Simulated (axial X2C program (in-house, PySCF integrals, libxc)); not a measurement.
**Worked dissociation energy of MnP⁺: B97-3, with spin–orbit coupling**

Computed with an in-house relativistic program for diatomic molecules. Two-component (2c) means X2C with spin–orbit coupling and atomic mean-field two-electron Coulomb and Gaunt terms. Basis: Mn dyall-cv3z [9s10p6d3f2g], P dyall-v3z [8s7p2d1f] (cores contracted in-house); Gaussian nuclei, density fitting, unrestricted open shells. Masses: Mn 54.938 u, P 30.974 u.

Molecular state: Ω = 3/2 (⟨Sz⟩ = 1.50, ⟨Lz⟩ = 0.00 at B97-3).

```
E(Mn+) (2M_J = 6) : -1157.869656 hartree
E(P) (2M_J = 3)   : -342.006083 hartree
E(MnP⁺) at Re     : -1499.954381 hartree
ωe                : 326.5 cm⁻¹
ωexe              : 1.6 cm⁻¹
```

(1) Work out De and D0.

One determinant describes the state; a PBE0 search over occupations chose it and may have missed a lower one. Dissociation energies refer to the lowest single-determinant-based atoms at the same level and basis. Density functionals use the spin component along the axis (collinear). With several unpaired electrons one determinant need not be a pure state. This is the top spin component of a Σ state; components of lower Ω are not single determinants and can lie lower. The determinant is spin-polarised beyond a pure state at some levels (its spin-free form has ⟨S²⟩ too high), which makes Re and μ there less reliable.

Each atomic determinant is the lowest at this level and need not be a pure J level. Totals compare only within one Hamiltonian and basis.

Answers

(1) De = -1157.869656 + (-342.006083) − (-1499.954381) = 0.07864 hartree = 2.140 eV. The zero-point energy is ωe/2 − ωexe/4 = 163 cm⁻¹ = 0.020 eV, so D0 = 2.120 eV.
